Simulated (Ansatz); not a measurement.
Geometry optimisation, RKS PBE0/def2-SVP (Ansatz 0.2.0).

Input file:

```yaml
crystal:
  periodic: [false, false, false]
  atoms:
    - { symbol: O, position_ang: [-0.18, 0.6018, 2.0887] }
    - { symbol: Si, position_ang: [0.8882, 0.6712, 0.7767] }
    - { symbol: O, position_ang: [1.0988, -0.9007, 0.1724] }
    - { symbol: Sn, position_ang: [0.0895, -0.2656, -1.3635] }
    - { symbol: O, position_ang: [-1.7821, -1.0978, -1.2259] }
    - { symbol: H, position_ang: [-1.0822, 0.9642, 1.6741] }
    - { symbol: H, position_ang: [2.2048, 1.3657, 0.9628] }
    - { symbol: H, position_ang: [0.9677, -0.6153, -2.8168] }
    - { symbol: H, position_ang: [-2.116, -0.7698, -0.2855] }
basis:
  gaussian: { orbitals: def2-SVP }
hamiltonian:
  xc: pbe0
relax:
  f_tol: 0.015
  max_steps: 40
```

Command:

```bash
$ ansatz run input.yaml --threads 2 --pin off --max-ram 3072MiB --backend cpu --events-out ev --progress --plain --runs-dir out
```

Task: Where does it end, and by what steps?

Result: The forces met the threshold. After 14 steps the energy has fallen by 1.238 eV; H6 moved furthest, 0.83 Å.

```tsv
step	energy less start (eV)	largest force component (eV/Å)	accepted
0	0.0000	2.966	yes
1	-0.7299	1.493	yes
2	-0.9693	1.487	yes
3	-0.9948	2.007	yes
4	-1.1112	0.260	yes
5	-1.1544	0.721	yes
6	-1.1688	0.398	yes
7	-1.2092	0.916	yes
8	-1.2087	0.456	no
9	-1.2324	0.059	yes
10	-1.2344	0.158	yes
11	-1.2365	0.140	yes
12	-1.2382	0.032	yes
13	-1.2376	0.091	no
14	-1.2384	0.011	yes
```

```xyz
9
Properties=species:S:1:pos:R:3
O -0.022 1.107 2.074
Si 0.945 0.638 0.833
O 1.063 -0.903 0.400
Sn 0.017 -0.136 -1.406
O -1.700 -1.147 -1.485
H -0.757 0.526 2.301
H 2.087 1.579 0.872
H 0.838 -0.944 -2.682
H -2.382 -0.764 -0.923
```

The run took 54 s on 2 threads of Arm Neoverse V1, with other jobs on the host, peak memory 0.25 GiB.
